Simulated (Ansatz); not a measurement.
Geometry optimisation, RKS BHLYP/def2-SVP (Ansatz).

Input:

```yaml
crystal:
  periodic: [false, false, false]
  atoms:
    - { symbol: Ge, position_ang: [-0.188588, 0.161163, -0.013282] }
    - { symbol: F, position_ang: [-0.063171, 0.227349, 1.67689] }
    - { symbol: F, position_ang: [1.409463, 0.145757, -0.592595] }
    - { symbol: O, position_ang: [-0.958469, 1.576308, -0.627923] }
    - { symbol: H, position_ang: [-1.860764, 1.446172, -0.917061] }
    - { symbol: O, position_ang: [-1.077936, -1.246398, -0.480551] }
    - { symbol: H, position_ang: [-0.974995, -2.000536, 0.100582] }
    - { symbol: H, position_ang: [1.24749, -1.951567, 1.02426] }
    - { symbol: H, position_ang: [0.993271, -1.619847, 1.604681] }
basis:
  gaussian: { orbitals: def2-SVP }
hamiltonian:
  xc: { name: BHLYP }
relax:
  f_tol: 0.03
  max_steps: 50
```

Run as:

```bash
$ ansatz run input.yaml --threads 4 --pin off --max-ram 5120MiB --backend cpu --events-out ev --progress --plain --runs-dir out
```

Where does it end, and by what steps?

The run converged. The force dipped under the threshold on the way, but the program's further checks kept it going. After 19 steps the energy has fallen by 0.147 eV; H8 moved furthest, 1.17 Å.

| step | energy less start (eV) | largest force component (eV/Å) | accepted |
| --- | --- | --- | --- |
| 0 | 0.0000 | 1.241 | yes |
| 1 | -0.0983 | 0.258 | yes |
| 2 | -0.1228 | 0.099 | yes |
| 3 | -0.1282 | 0.077 | yes |
| 4 | -0.1261 | 0.329 | no |
| 5 | -0.1314 | 0.067 | yes |
| 6 | -0.1315 | 0.474 | yes |
| 7 | -0.1350 | 0.145 | yes |
| 8 | -0.1370 | 0.189 | yes |
| 9 | -0.1384 | 0.294 | yes |
| 10 | -0.1420 | 0.019 | yes |
| 11 | -0.1438 | 0.036 | yes |
| 12 | -0.1418 | 0.431 | no |
| 13 | -0.1445 | 0.014 | yes |
| 14 | -0.1456 | 0.116 | yes |
| 15 | -0.1460 | 0.171 | yes |
| 16 | -0.1465 | 0.080 | yes |
| 17 | -0.1466 | 0.044 | yes |
| 18 | -0.1469 | 0.017 | yes |
| 19 | -0.1470 | 0.013 | yes |

```xyz
9
Properties=species:S:1:pos:R:3
Ge -0.138 0.393 -0.253
F 0.390 0.415 1.374
F 1.272 0.703 -1.151
O -1.276 1.640 -0.580
H -2.191 1.361 -0.586
O -0.807 -1.163 -0.589
H -0.364 -1.898 -0.165
H 0.858 -2.728 1.814
H 0.782 -1.984 1.911
```

Whether the end is a true minimum wasn't checked by a vibrational analysis.

Time of the run: 20 s on 4 threads of Intel(R) Xeon(R) 6975P-C (Granite Rapids), on a shared host, peak memory 0.27 GiB.
